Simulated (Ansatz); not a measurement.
Consider the silylene loss: `[SiH3][O][Ga]([Br])[Br]` → `[OH][Ga]([Br])[Br]` + `[SiH2]`.

Gas-phase electronic energies from Ansatz, PBE0-D4/def2-TZVP geometries. CCSD(T)/CBS adds triple-zeta CCSD(T) − MP2 to the extrapolated MP2 energy (def2 sets, frozen cores). This one scheme is used for every species. DFT in def2-TZVPP. HSE06 is defined as in plane-wave codes. For Br, Ga outer-core shells are correlated without core-valence functions, which leaves a few kJ/mol of doubt a bond. Scalar relativity is left out up to krypton. Each species was taken in one conformer, which may not be the lowest.

CCSD(T)/CBS gives +334.5 kJ/mol.

(1) Another level gave +347.4 kJ/mol. Which?
A. HSE06/def2-TZVPP
B. HSE06-D4/def2-TZVPP
C. revPBE-D4/def2-TZVPP
D. r2SCAN/def2-TZVPP

Largest T1 diagnostic among the species: 0.014.

## Answers

(1) D. r2SCAN 347.4, HSE06-D4 335.8, revPBE-D4 314.7, HSE06 328.4 kJ/mol.

At CCSD(T), def2-SVP lies −18.8 kJ/mol from the extrapolated value and def2-TZVPP −5.6 kJ/mol. From r2SCAN to r2SCAN0 (25 % exact exchange), in def2-TZVPP and without D4, ΔE moves by +4.4 kJ/mol. Leaving LDA and LC-ωPBE aside and taking each functional with its dispersion term where it has one, the values, not all of them listed here, spread over 39.9 kJ/mol, from revPBE-D4 to r2SCAN0-D4. LDA lies +33.6 kJ/mol from PBE without D4.
